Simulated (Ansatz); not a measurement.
Molecule: YO, charge 0, multiplicity 2. SMILES: [O]=[Y]

Atoms: Y1, O2. Bonds: Y1-O2.

Bond lengths (Å) and angles (degrees) optimised at HF/6-31G* with LANL2DZ past Ar with Ansatz (an electronic-structure program); PBE/6-31G* with LANL2DZ past Ar with Ansatz; B3LYP/6-31G* with LANL2DZ past Ar with Ansatz; MP2/6-31G* with LANL2DZ past Ar with Ansatz, each started from the B3LYP-D3(BJ)/def2-TZVP structure (Ansatz) of the last column. A row stands for all coordinates that are equal there. 6-31G* holds six Cartesian d functions.

| coordinate | HF/6-31G* with LANL2DZ past Ar | PBE/6-31G* with LANL2DZ past Ar | B3LYP/6-31G* with LANL2DZ past Ar | MP2/6-31G* with LANL2DZ past Ar | B3LYP-D3(BJ)/def2-TZVP |
|---|---|---|---|---|---|
| Y1-O2 | 1.808 | 1.824 | 1.819 | 1.852 | 1.802 |

Mean signed difference of all 1 bond lengths from B3LYP-D3(BJ)/def2-TZVP: HF/6-31G* with LANL2DZ past Ar 0.006 Å, PBE/6-31G* with LANL2DZ past Ar 0.022 Å, B3LYP/6-31G* with LANL2DZ past Ar 0.017 Å, MP2/6-31G* with LANL2DZ past Ar 0.050 Å.
